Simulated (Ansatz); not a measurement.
Total energies of the cluster Ag2O (the lowest singlet isomer of a short search) from Ansatz at PBE0-D4/def2-TZVP, gas phase (1 Eh = 27.2114 eV = 2625.5 kJ/mol). The reference geometry is relaxed at PBE0-D4/def2-TZVP.

```xyz
3

Ag    0.8628    1.3114    0.0167
Ag   -1.0750   -0.8729   -0.7396
O     0.2121   -0.4385    0.7229
```

```
                 state                      geometry  energy (Eh)
      charge 0 singlet                     reference   -369.08701
      charge 1 doublet                     reference   -368.81455
      charge 0 triplet  relaxed at PBE0-D4/def2-TZVP   -369.05941
      charge 0 quintet  relaxed at PBE0-D4/def2-TZVP   -368.94866
free Ag atom (doublet)                             –   -146.96650
 free O atom (triplet)                             –    -75.01860
```

In the def2 sets Ag takes a core potential; there is no spin–orbit coupling.

Q: Work out the vertical ionisation energy to the doublet.

A: E(charge 1 doublet) − E(charge 0 singlet) = -368.81455 − (-369.08701) = 0.27246 Eh = 7.41 eV. For comparison, −ε of the highest occupied level is 6.03 eV at this level, 1.38 eV less.

Q: Which of the charge 0 states is lowest, and how far above it are the others?

A: The singlet. triplet: -369.05941 − (-369.08701) = 0.02760 Eh = 72.5 kJ/mol; quintet: -368.94866 − (-369.08701) = 0.13835 Eh = 363.2 kJ/mol. The quintet differs in its bonds from the reference.

Q: What is the binding energy per atom against free atoms?

A: Atoms: 2 × (-146.96650) + 1 × (-75.01860) = -368.95160 Eh. Binding: -368.95160 − (-369.08701) = 0.13541 Eh = 3.68 eV, or 1.23 eV for each of 3 atoms (no zero-point energy, no counterpoise term).

The structure comes from a short search, and lower isomers may exist.
